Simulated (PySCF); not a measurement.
PySCF input for CH₅FO₂Si₂, SMILES [Si@H]1(F)OCO[SiH2]1, PBE-D3(BJ)/def2-SVP. Geometry: PBE-D3(BJ)/def2-SVP. The structure was generated by enumeration; whether it is a known compound was not checked. The values are those of a single conformer.

```python
import numpy as np
from pyscf import gto, scf, dft, df
from pyscf.hessian import thermo

mol = gto.M(
    atom='''
    F     2.07684973   -0.88832128   -0.43809281
    Si    1.00714547   -0.13714061    0.55641540
    O     0.51408525    1.34572354   -0.07936628
    C    -0.69392698    1.43013689   -0.81670292
    O    -1.64461037    0.44136744   -0.47026527
    Si   -1.17035749   -0.96901446    0.35862941
    H     1.73872804    0.13949204    1.82849776
    H    -0.46407910    1.35213425   -1.90590064
    H    -1.14173700    2.42641983   -0.60826331
    H    -1.34803338   -2.19251427   -0.49728975
    H    -1.98379477   -1.12201839    1.61243406
    ''',
    basis='def2-SVP',
    charge=0,
    spin=0,
    max_memory=1600,
    verbose=3,
)
mf = dft.RKS(mol, xc='pbe').density_fit(auxbasis='def2-universal-jkfit')
mf.disp = 'd3bj'
mf.grids.level = 3
mf.conv_tol = 1e-11
mf.max_cycle = 100
mf.kernel()

# [left out here: the lines that compute and print the analytic Hessian (its translational invariance restored by hand, since the grid's response is missing), thermochemistry and intensities]
```

Log of the run:

```
[...]
Mode                                 6                   7                   8
Irrep
Freq [cm^-1]                      488.1822            580.8354            658.9384
Reduced mass [au]                   1.6200              4.3322              1.1122
Force const [Dyne/A]                0.2275              0.8611              0.2845
Char temp [K]                     702.3855            835.6928            948.0657
Normal mode                   x     y     z       x     y     z       x     y     z
       0   F                -0.03 -0.00 -0.01   -0.00 -0.00  0.00   -0.01  0.00  0.00
       1  Si                 0.06  0.04  0.05    0.00  0.02 -0.01   -0.00 -0.00 -0.00
       2   O                 0.02 -0.01 -0.01    0.13  0.07  0.01    0.00 -0.00 -0.00
       3   C                -0.01 -0.02  0.01    0.01 -0.07  0.06    0.01 -0.01  0.00
       4   O                -0.03 -0.00  0.01   -0.14 -0.04 -0.04    0.01 -0.03 -0.04
       5  Si                -0.02 -0.03 -0.06   -0.01  0.02 -0.00   -0.01  0.02  0.03
       6   H                 0.07  0.07  0.03   -0.10 -0.29  0.12    0.02  0.08 -0.03
       7   H                -0.01 -0.01  0.01    0.03 -0.11  0.07    0.01 -0.03  0.00
       8   H                 0.01 -0.02  0.02    0.02 -0.07  0.05    0.01 -0.00 -0.01
       9   H                -0.60 -0.04  0.09    0.17 -0.05  0.05   -0.20  0.42 -0.48
      10   H                 0.35  0.23  0.22    0.06 -0.08  0.03    0.30 -0.57  0.17
Mode                                 9                  10                  11
Irrep
Freq [cm^-1]                      678.9051            719.4756            722.5930
Reduced mass [au]                   1.2708              5.1854              5.6179
Force const [Dyne/A]                0.3451              1.5815              1.7283
Char temp [K]                     976.7933           1035.1651           1039.6505
Normal mode                   x     y     z       x     y     z       x     y     z
       0   F                -0.01 -0.01 -0.01   -0.01  0.01  0.01    0.04 -0.03 -0.04
       1  Si                 0.03  0.03  0.00   -0.02  0.00 -0.02    0.00 -0.06  0.08
       2   O                -0.01 -0.01  0.00    0.01 -0.00  0.00   -0.01  0.14 -0.04
       3   C                -0.08 -0.02 -0.03   -0.02 -0.11  0.07   -0.06  0.04 -0.05
       4   O                 0.03  0.01 -0.01    0.08 -0.10  0.07    0.04 -0.04  0.03
       5  Si                 0.03 -0.00  0.02   -0.01  0.09 -0.05   -0.02  0.02 -0.02
       6   H                -0.26 -0.55  0.29    0.03  0.12 -0.07    0.05 -0.17  0.08
       7   H                -0.02  0.01 -0.02   -0.07 -0.11  0.06   -0.12 -0.01 -0.06
       8   H                -0.03  0.00 -0.01   -0.09 -0.14  0.07   -0.18 -0.00 -0.10
       9   H                -0.31  0.18 -0.18   -0.05  0.10 -0.06    0.09 -0.02  0.01
      10   H                -0.34  0.04 -0.20   -0.09  0.19 -0.09    0.13 -0.02  0.07
Mode                                12                  13                  14
Irrep
Freq [cm^-1]                      815.2593            826.3608            886.9464
Reduced mass [au]                   1.3017              1.5808              4.8423
Force const [Dyne/A]                0.5098              0.6360              2.2444
Char temp [K]                    1172.9766           1188.9492           1276.1183
Normal mode                   x     y     z       x     y     z       x     y     z
       0   F                -0.04  0.04  0.07   -0.02  0.00  0.02    0.09 -0.06 -0.07
       1  Si                 0.00 -0.03 -0.02    0.03  0.05 -0.02   -0.09  0.07  0.05
       2   O                 0.02  0.02 -0.00   -0.06 -0.06 -0.01    0.00 -0.04  0.00
       3   C                -0.03  0.01 -0.01    0.02  0.00  0.00    0.00 -0.02  0.02
       4   O                -0.01  0.00 -0.01    0.06 -0.00  0.02   -0.00  0.01 -0.01
       5  Si                 0.02 -0.01  0.00   -0.05  0.01 -0.02    0.01 -0.01  0.00
       6   H                 0.69 -0.35 -0.35    0.04 -0.50  0.10    0.29 -0.17 -0.12
       7   H                 0.01 -0.01 -0.01    0.00  0.02 -0.01    0.06 -0.01  0.03
       8   H                -0.03  0.01 -0.05    0.01 -0.01  0.02    0.05 -0.00  0.03
       9   H                -0.12  0.04 -0.04    0.37 -0.15  0.13   -0.01  0.08 -0.10
      10   H                -0.07  0.05 -0.05    0.34 -0.13  0.21    0.03  0.12  0.03
Mode                                15                  16                  17
Irrep
Freq [cm^-1]                      930.8707           1024.8119           1093.7174
Reduced mass [au]                   1.1107              5.3740              1.8654
Force const [Dyne/A]                0.5671              3.3253              1.3147
Char temp [K]                    1339.3157           1474.4762           1573.6159
Normal mode                   x     y     z       x     y     z       x     y     z
       0   F                 0.02 -0.01 -0.01   -0.00 -0.01  0.00   -0.00  0.00  0.00
       1  Si                -0.02  0.01  0.01    0.01 -0.00  0.00    0.01 -0.01  0.00
       2   O                -0.02 -0.00 -0.01   -0.10  0.03 -0.07   -0.02  0.00 -0.06
       3   C                 0.03  0.01  0.01    0.18  0.07  0.05   -0.05  0.02  0.16
       4   O                 0.00 -0.01  0.01   -0.06 -0.08  0.03    0.04  0.04 -0.06
       5  Si                 0.02  0.04 -0.02    0.01  0.00  0.00    0.00 -0.01  0.00
       6   H                 0.06 -0.04 -0.03   -0.02 -0.16  0.06   -0.02  0.02  0.01
       7   H                -0.00 -0.02  0.01    0.05 -0.02  0.03    0.15 -0.46  0.24
       8   H                -0.00 -0.00  0.00    0.04  0.02 -0.02   -0.00  0.17 -0.42
       9   H                -0.36 -0.28  0.49   -0.09  0.11 -0.13    0.02 -0.03  0.04
      10   H                -0.15 -0.62 -0.19   -0.13  0.17 -0.06    0.01 -0.00  0.01
Mode                                18                  19                  20
Irrep
Freq [cm^-1]                     1128.9539           1214.6970           1383.3140
Reduced mass [au]                   4.4405              1.0386              1.1672
Force const [Dyne/A]                3.3345              0.9029              1.3159
Char temp [K]                    1624.3134           1747.6786           1990.2808
Normal mode                   x     y     z       x     y     z       x     y     z
       0   F                 0.00 -0.00 -0.00   -0.00 -0.00  0.00   -0.00  0.00  0.00
       1  Si                -0.01  0.02 -0.01    0.00 -0.00 -0.00    0.00 -0.01  0.00
       2   O                 0.07 -0.07  0.05    0.01 -0.02 -0.02   -0.02  0.03 -0.03
       3   C                -0.05  0.16 -0.05   -0.00  0.00 -0.00   -0.07 -0.03 -0.01
       4   O                -0.02 -0.11  0.04   -0.01  0.01  0.02    0.00 -0.04  0.03
       5  Si                -0.01  0.01 -0.01   -0.00  0.00  0.00   -0.00  0.01 -0.00
       6   H                -0.02  0.02  0.00   -0.02  0.02  0.01    0.00  0.02 -0.00
       7   H                 0.05 -0.16  0.00    0.65  0.27  0.12    0.57  0.24  0.10
       8   H                -0.01  0.22 -0.29   -0.61 -0.25 -0.11    0.61  0.25  0.11
       9   H                 0.00  0.01 -0.01   -0.00  0.01 -0.01    0.01 -0.01  0.02
      10   H                -0.02  0.04 -0.01    0.01 -0.02  0.00    0.02 -0.02  0.00
Mode                                21                  22                  23
Irrep
Freq [cm^-1]                     1465.5948           2161.7008           2169.3955
Reduced mass [au]                   1.0845              1.0344              1.0491
Force const [Dyne/A]                1.3725              2.8480              2.9089
Char temp [K]                    2108.6645           3110.2062           3121.2771
Normal mode                   x     y     z       x     y     z       x     y     z
       0   F                -0.00  0.00  0.00   -0.00  0.00  0.00   -0.00 -0.00 -0.00
       1  Si                 0.00 -0.00  0.00    0.00 -0.00 -0.00   -0.00 -0.00 -0.00
       2   O                -0.01  0.00 -0.01   -0.00 -0.00  0.00   -0.00 -0.00  0.00
       3   C                -0.01  0.06 -0.05    0.00  0.00 -0.00    0.00  0.00  0.00
       4   O                 0.01  0.01 -0.00   -0.00 -0.00  0.00   -0.00 -0.00 -0.00
       5  Si                 0.00 -0.00  0.00   -0.01 -0.03 -0.01   -0.02  0.01  0.03
       6   H                -0.00  0.00  0.00    0.01  0.00  0.03    0.03  0.01  0.06
       7   H                 0.25 -0.63  0.08   -0.00 -0.00 -0.00   -0.00 -0.00  0.00
       8   H                -0.06 -0.13  0.66   -0.01 -0.00  0.00   -0.00  0.00  0.00
       9   H                -0.00 -0.00 -0.01    0.10  0.75  0.53   -0.05 -0.26 -0.18
      10   H                -0.00  0.00  0.00    0.16  0.02 -0.28    0.50  0.09 -0.77
Mode                                24                  25                  26
Irrep
Freq [cm^-1]                     2217.3429           2929.1287           3000.5357
Reduced mass [au]                   1.0431              1.0631              1.1073
Force const [Dyne/A]                3.0218              5.3740              5.8738
Char temp [K]                    3190.2627           4214.3640           4317.1028
Normal mode                   x     y     z       x     y     z       x     y     z
       0   F                 0.00  0.00  0.00   -0.00  0.00  0.00    0.00  0.00  0.00
       1  Si                 0.02  0.01  0.03    0.00 -0.00  0.00   -0.00  0.00 -0.00
       2   O                 0.00  0.00 -0.00   -0.00  0.00 -0.00    0.00  0.00  0.00
       3   C                -0.00  0.00 -0.00    0.00  0.02 -0.07    0.04 -0.07 -0.04
       4   O                 0.00 -0.00  0.00    0.00  0.00 -0.00   -0.00 -0.00  0.00
       5  Si                -0.00 -0.00  0.00    0.00 -0.00  0.00    0.00  0.00 -0.00
       6   H                -0.48 -0.18 -0.83   -0.00  0.00 -0.00    0.00  0.00  0.00
       7   H                 0.00 -0.00 -0.00   -0.19  0.08  0.87   -0.07  0.02  0.34
       8   H                -0.00  0.00  0.00    0.15 -0.33 -0.09   -0.36  0.78  0.18
       9   H                 0.00  0.01  0.00    0.00  0.00  0.00   -0.00  0.00 -0.00
      10   H                 0.05  0.01 -0.06    0.00  0.00 -0.00   -0.00 -0.00  0.00
temperature 298.1500 [K]
pressure 101325.00 [Pa]
Rotational constants [GHz] 3.44946 2.06626 1.51211
Symmetry number 1
Zero-point energy (ZPE) 0.06487 [Eh]   170314.870 [J/mol]
                           tot       elec      trans        rot        vib
Entropy [J/mol/K]       357.172      0.000    168.885    116.279     72.009
Cv [J/mol/K]            107.564      0.000     12.472     12.472     82.620
Cp [J/mol/K]            115.878      0.000     20.786     12.472     82.620
Internal energy [J/mol]                      3718.434   3718.434 182086.460
Internal energy [Eh]   -869.42568  -869.49787
Enthalpy [J/mol]                             6197.391   3718.434 182086.460
Enthalpy [Eh]          -869.42474
Gibbs free energy [J/mol]                  -44155.590 -30950.006 160617.048
Gibbs free energy [Eh] -869.46530
mode   freq/cm-1   IR/(km/mol)
   1       61.84         3.520
   2      109.83         5.108
   3      159.28         3.750
   4      272.38        16.628
   5      351.88        26.766
   6      421.65         4.686
   7      488.18        12.525
   8      580.84         1.633
   9      658.94        14.873
  10      678.91        70.825
  11      719.48        21.045
  12      722.59        37.814
  13      815.26        13.591
  14      826.36        96.080
  15      886.95       161.517
  16      930.87       137.035
  17     1024.81       264.270
  18     1093.72        52.680
  19     1128.95       222.464
  20     1214.70         0.717
  21     1383.31         6.052
  22     1465.59         5.317
  23     2161.70        97.979
  24     2169.40        99.401
  25     2217.34       115.127
  26     2929.13       105.775
  27     3000.54        43.138
max |gradient| / (hartree/bohr): 0.00018343090740950612
APT charges: [-0.5954  1.3478 -0.9062  0.9323 -0.8805  0.9853 -0.2432 -0.0867 -0.066
 -0.2472 -0.2402]
```

Self-consistency was reached.

Cost: roughly 2.2 core-minutes.
